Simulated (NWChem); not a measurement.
System: isocyanic acid (CHNO); SMILES N=C=O

NWChem input:

```
start job
memory heap 200 mb stack 900 mb global 1100 mb
geometry units angstroms noautosym nocenter noautoz
  N      0.165458     1.178009     0.000000
  C     -0.013213    -0.027901     0.000000
  O     -0.029805    -1.202413     0.000000
  H     -0.566281     1.872091     0.000000
end
basis spherical
  * library 6-31g*
end
dft
  xc pbe0
  iterations 150
end
property
  shielding
end
task dft property
```

Output (shortened):

```
             Northwest Computational Chemistry Package (NWChem) 7.3.0
             --------------------------------------------------------

                             Geometry "geometry" -> ""
                             -------------------------

 Output coordinates in angstroms (scale by  1.889725989 to convert to a.u.)

  No.       Tag          Charge          X              Y              Z
 ---- ---------------- ---------- -------------- -------------- --------------
    1 N                    7.0000     0.16545800     1.17800900     0.00000000
    2 C                    6.0000    -0.01321300    -0.02790100     0.00000000
    3 O                    8.0000    -0.02980500    -1.20241300     0.00000000
    4 H                    1.0000    -0.56628100     1.87209100     0.00000000

 Effective nuclear repulsion energy (a.u.)      58.8967876644

                              NWChem Property Module
                              ----------------------

  itol2e modified to match energy
  convergence criterion.

                                 NWChem DFT Module
                                 -----------------

 Summary of "ao basis" -> "ao basis" (spherical)
 ------------------------------------------------------------------------------
       Tag                 Description            Shells   Functions and Types
 ---------------- ------------------------------  ------  ---------------------
 N                           6-31g*                  6       14   3s2p1d
 C                           6-31g*                  6       14   3s2p1d
 O                           6-31g*                  6       14   3s2p1d
 H                           6-31g*                  2        2   2s

  itol2e modified to match energy
  convergence criterion.

            General Information
            -------------------
          SCF calculation type: DFT
          Wavefunction type:  closed shell.
          No. of atoms     :     4
          No. of electrons :    22
           Alpha electrons :    11
            Beta electrons :    11
          Charge           :     0
          Spin multiplicity:     1
          Use of symmetry is: off; symmetry adaption is: off
          Maximum number of iterations: 150
          AO basis - number of functions:    44
                     number of shells:    20
          Convergence on energy requested:  1.00D-07
          Convergence on density requested:  1.00D-05
          Convergence on gradient requested:  5.00D-04

[...]

          -----------------------------------------
          Chemical Shielding Tensors (GIAO, in ppm)
          -----------------------------------------

                                NWChem CPHF Module
                                ------------------

  scftype          =     RHF
  nclosed          =       11
  nopen            =        0
  variables        =      363
  # of vectors     =        3
  tolerance        = 0.10D-03
  level shift      = 0.00D+00
  max iterations   =       50
  max subspace     =       30

 SCF residual:    1.0298658762683171E-004

Iterative solution of linear equations
  No. of variables      363
  No. of equations        3
  Maximum subspace       30
        Iterations       50
       Convergence  1.0D-04

   iter   nsub   residual    time
   ----  ------  --------  ---------
     1      3    5.45D-01      13.7
     2      6    2.59D-02      16.0
     3      9    1.82D-03      18.1
     4     12    8.88D-05      20.2

      Atom:    1  N
        Diamagnetic
    319.6744     -2.6732      0.0000
     -2.6732    343.4142      0.0000
      0.0000      0.0000    314.4784

        Paramagnetic
   -165.3169     12.9810      0.0000
     12.9810     -1.0943     -0.0000
      0.0000     -0.0000   -105.8949

        Total Shielding Tensor
    154.3575     10.3079      0.0000
     10.3079    342.3199     -0.0000
      0.0000     -0.0000    208.5835

           isotropic =     235.0870
          anisotropy =     161.6948

          Principal Components and Axis System
                 1           2           3
              342.8835    208.5835    153.7939

      1         0.0546      0.0000      0.9985
      2         0.9985      0.0000     -0.0546
      3        -0.0000      1.0000     -0.0000

      Atom:    2  C
        Diamagnetic
    250.3435      1.4120     -0.0000
      1.4120    285.2919     -0.0000
     -0.0000     -0.0000    249.1629

        Paramagnetic
   -272.1867     -7.3450      0.0000
     -7.3450    -14.2859     -0.0000
      0.0000     -0.0000   -281.3649

        Total Shielding Tensor
    -21.8432     -5.9330      0.0000
     -5.9330    271.0060     -0.0000
      0.0000     -0.0000    -32.2020

           isotropic =      72.3203
          anisotropy =     298.2088

          Principal Components and Axis System
                 1           2           3
              271.1262    -32.2020    -21.9633

      1        -0.0202     -0.0000      0.9998
      2         0.9998      0.0000      0.0202
      3        -0.0000      1.0000      0.0000

      Atom:    3  O
        Diamagnetic
    388.9846     -0.0633     -0.0000
     -0.0633    414.3178     -0.0000
     -0.0000     -0.0000    388.2806

        Paramagnetic
   -238.4646    -21.4773     -0.0000
    -21.4773    -45.3058     -0.0000
     -0.0000     -0.0000   -342.9456

        Total Shielding Tensor
    150.5200    -21.5406     -0.0000
    -21.5406    369.0120     -0.0000
     -0.0000     -0.0000     45.3350

           isotropic =     188.2890
          anisotropy =     274.2396

          Principal Components and Axis System
                 1           2           3
              371.1154    148.4166     45.3350

      1        -0.0972      0.9953      0.0000
      2         0.9953      0.0972      0.0000
      3        -0.0000     -0.0000      1.0000

      Atom:    4  H
        Diamagnetic
     30.8012    -10.7984      0.0000
    -10.7984     34.3747      0.0000
      0.0000      0.0000     20.2858

        Paramagnetic
     -3.2965      4.0419      0.0000
      4.0419      2.8035      0.0000
      0.0000      0.0000      3.8973

[...]
```

Level: PBE0/6-31G* (spherical d), GIAO. The geometry was optimised at B3LYP/6-31G* (spherical d). The printed shielding anisotropy is the first printed principal value minus the mean of the other two.
